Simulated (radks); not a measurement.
Initial-state core-level shifts of the rhenium ion Re+ when its valence configuration changes from [Xe] 4f14 5d5 6s1. Calculated with a radial shooting solver on a logarithmic mesh with Libxc functionals: scalar-relativistic Kohn-Sham, PBE, spin-polarised, spherical densities, point nucleus; open shells are filled with parallel spins first (spin-orbit coupling, left out, can overturn this in heavy ions). Shifts are changes of the shell-averaged eigenvalues in eV (positive: less bound).

valence,2p,4s,5s,5p
4f14 5d5 6p1,-1.519,-1.534,-1.533,-1.528
4f14 5d6,+2.436,+2.408,+2.321,+2.128
4f13.5 5d5 6s1.5,-7.054,-7.202,-3.614,-2.989
4f13.5 5d5 6s1 6p0.5,-7.726,-7.880,-4.280,-3.636
4f13.5 5d5 6p1.5,-9.229,-9.399,-5.793,-5.139
4f14 5d3 6s1 6p2,-9.483,-9.350,-9.056,-8.573
4f13 5d6 6s1,-11.259,-11.562,-4.385,-3.325
4f12 5d5 6s2 6p1,-31.446,-31.730,-16.400,-13.800
4f14 5d4 6s1 6p1,-4.654,-4.604,-4.490,-4.272
